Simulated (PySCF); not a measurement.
CuF, SMILES [Cu][F], multiplicity 1. Atoms are numbered in the order given.

```xyz
2

Cu     0.0000     0.0000    -0.4179
F      0.0000     0.0000     1.3466
```
Charge 0, spin multiplicity 1.

The structure is a stationary point at PBE0-D3(BJ)/def2-TZVPD. The multiplicity is an assumed one; other spin states were not compared.

Two levels are set side by side: PBE/pcSseg-2 (PySCF) and PBE0/pcSseg-2 (PySCF). GIAO shifts against CFCl3 (¹⁹F) at the same level; non-relativistic, no solvent, atoms listed together averaged. Differences are taken from unrounded values.

```csv
quantity,PBE0,PBE,PBE minus PBE0
δ(¹⁹F) of F2 (ppm),-432.7,-500.9,-68.2
```

Rough cost on one machine, each run with all the roots and properties that it gave: PBE0 against PBE within a factor of 2.
